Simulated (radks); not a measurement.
Excited configurations of Ni IV: one electron is placed in a higher orbital outside [Ar] 3d6. The ground configuration is [Ar] 3d7. All-electron calculation, scalar-relativistic Kohn-Sham, LDA (Slater exchange, Perdew-Wang correlation), spin-polarised, spherical densities, point nucleus; open shells are filled with parallel spins first. Program: a radial shooting solver on a logarithmic mesh with Libxc functionals. Excitation = E - E(ground); binding = E(ion) - E, where the ion is the core of charge +4; n* = 4/sqrt(2 binding) in atomic units, and the quantum defect is n - n*.

\begin{tabular}{lrrrrrr}
outer orbital & excitation (eV) & binding (eV) & n* & quantum defect & eigenvalue (eV) & <r> (bohr) \\ \hline
5s & 35.153 & 20.344 & 3.271 & 1.729 & -18.223 & 4.123 \\
5p & 38.147 & 17.350 & 3.542 & 1.458 & -15.458 & 4.607 \\
5d & 42.679 & 12.818 & 4.121 & 0.879 & -11.318 & 5.778 \\
6s & 43.464 & 12.033 & 4.253 & 1.747 & -10.836 & 6.931 \\
6p & 44.865 & 10.632 & 4.525 & 1.475 & -9.550 & 7.623 \\
6f & 49.006 & 6.490 & 5.792 & 0.208 & -5.766 & 11.29 \\
7p & 48.296 & 7.200 & 5.498 & 1.502 & -6.500 & 11.37 \\
7f & 50.705 & 4.791 & 6.741 & 0.259 & -4.294 & 15.92 \\
\end{tabular}

The Delta-SCF ionisation energy is 55.496 eV (NIST Atomic Spectra Database: 54.9 eV, semi-empirical). Self-interaction in the functional shifts the binding energies and quantum defects, so they are the method's values and not measured ones. Open shells are spherical and high-spin; term and fine-structure splittings are not resolved.
